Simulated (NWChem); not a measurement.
System: ZnCl2; SMILES [Cl][Zn][Cl]

```xyz
3

Zn     0.0000     0.0000    -0.1145
Cl     2.0970     0.0000    -0.1146
Cl    -2.0970     0.0000    -0.1146
```
Atoms are numbered in this order, from 1.

All runs: NWChem. Geometry: optimised at PBE0/def2-SVP. GIAO values for the isolated, static molecule; σ is the absolute isotropic shielding.

For level KT2/pcSseg-1:

- σ Cl2 (ppm) = 1000.3

Problem. How do the values read with level PBE0/pcSseg-1 instead?

Solution. 
- σ Cl2 (ppm) = 1044.0
